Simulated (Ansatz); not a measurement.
`FCOC(F)[SiH3]` + `[SH][SnH3]` → `[SiH3][S][SnH3]` + `FCOCF`  (ligand exchange at the Si–C bond)

Program: Ansatz. Geometries: PBE0-D4/def2-TZVP. ΔE: electronic, gas phase. CCSD(T)/CBS is the MP2 limit (def2-TZVPP, def2-QZVPP) plus CCSD(T) − MP2 in def2-TZVPP, frozen cores. DFT in def2-TZVPP. B3LYP here is the variant with VWN-RPA as its local correlation; programs differ in this. def2 core potentials past Kr. For Sn outer-core shells are correlated without core-valence functions, which leaves a few kJ/mol of doubt a bond. Each species was taken in one conformer, which may not be the lowest.

| level | ΔE (kcal/mol) |
| --- | --- |
| PBE0-D4 | -22.7 |
| r2SCAN | -22.1 |
| B3LYP | -20.3 |
| MP2/def2-TZVPP | -23.9 |
| MP2/def2-QZVPP | -24.2 |
| SCS-MP2/def2-QZVPP | -23.3 |
| HF/CBS(def2) | -22.8 |
| MP2/CBS(def2) | -24.5 |

Task: What does CCSD(T)/CBS give? (Best estimate.)

Result: The calculation gave: -22.6 kcal/mol. The listed levels differ from it by -0.1, 0.5, 2.3, -1.3, -1.6, -0.7, -0.2, -1.9 kcal/mol.

Largest T1 diagnostic among the species: 0.013.

From PBE to PBE0 (25 % exact exchange), in def2-TZVPP and without D4, ΔE moves by −1.3 kcal/mol. The D4 term adds −0.8 kcal/mol with B3LYP and −0.4 kcal/mol with PBE0; it sums over pairs of atoms, weighted by their polarisabilities, and B3LYP, whose exchange is more repulsive, gets the larger term.
